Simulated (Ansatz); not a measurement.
`COB(N)O` + `N[SiH](O)Cl` → `CO[SiH](N)Cl` + `NB(O)O`  (substitution at a C–O bond)

Computed with Ansatz on PBE0-D4/def2-TZVP structures; ΔE is electronic, products minus reactants. CCSD(T)/CBS is the MP2 limit (def2-TZVPP, def2-QZVPP) plus CCSD(T) − MP2 in def2-TZVPP, frozen cores. This one scheme is used for every species. Functionals use def2-TZVPP. B3LYP here is the variant with VWN-RPA as its local correlation; programs differ in this. Each species was taken in one conformer, which may not be the lowest.

`COB(N)O`:

```xyz
11

C    -0.287    0.422    1.499
O     0.335   -0.577    0.734
B     0.330   -0.521   -0.640
N    -0.283    0.514   -1.373
O     0.958   -1.532   -1.323
H    -1.361    0.481    1.287
H    -0.160    0.172    2.553
H     0.163    1.405    1.321
H    -0.763    1.291   -0.962
H    -0.266    0.519   -2.377
H     1.335   -2.174   -0.719
```

`N[SiH](O)Cl`:

Z-matrix (Å, degrees):
```
Si
O 1 1.631
Cl 1 2.058 2 112.6
N 1 1.700 2 111.2 3 116.8
H 1 1.474 2 103.8 3 -116.0
H 2 0.960 1 116.7 3 -67.6
H 4 1.006 1 120.7 2 -147.4
H 4 1.007 1 121.4 2 60.6
```

`CO[SiH](N)Cl`:

```xyz
11

C    -0.526    1.555   -0.987
O    -0.682    0.287   -0.389
Si    0.458   -0.445    0.519
N    -0.009   -1.981    1.045
Cl    2.145   -0.658   -0.642
H     0.244    1.531   -1.763
H    -0.255    2.318   -0.247
H    -1.477    1.835   -1.441
H     0.792    0.408    1.681
H    -0.653   -2.087    1.812
H    -0.038   -2.764    0.413
```

`NB(O)O`:

Z-matrix (Å, degrees):
```
N
B 1 1.411
H 1 1.002 2 124.8
H 1 1.004 2 120.9 3 -179.9
O 2 1.371 1 118.3 3 179.9
O 2 1.379 1 123.9 3 -0.1
H 5 0.959 2 111.3 1 -180.0
H 6 0.957 2 114.5 1 0.0
```

```
             level  ΔE (eV)
        r2SCAN0-D4     0.06
           ωB97X-V     0.05
            r2SCAN     0.07
             B3LYP     0.06
           LC-ωPBE     0.06
RPA@PBE/def2-TZVPP     0.05
      MP2/def2-SVP     0.02
      HF/CBS(def2)     0.03
```

Task: What does CCSD(T)/CBS give? (An estimate is asked.)

Result: The calculation gave: +0.06 eV. The listed levels differ from it by 0.00, -0.01, 0.01, 0.00, 0.00, -0.01, -0.04, -0.03 eV.

Task: What do rigid-rotor, harmonic-oscillator terms from PBE0-D4/def2-TZVP frequencies (298.15 K, 1 bar) make of the CCSD(T)/CBS value? (Best estimate.)

Result: Ansatz gave: ΔZPE = -0.01 eV, ΔH = +0.06 eV, ΔS = 14 J/(mol·K), ΔG = +0.02 eV.

Largest T1 diagnostic among the species: 0.011.

Leaving LDA and LC-ωPBE aside and taking each functional with its dispersion term where it has one, the values, not all of them listed here, spread over 0.02 eV, from BHLYP-D4 to r2SCAN-D4. At CCSD(T), def2-SVP lies −0.04 eV from the extrapolated value and def2-TZVPP −0.00 eV.
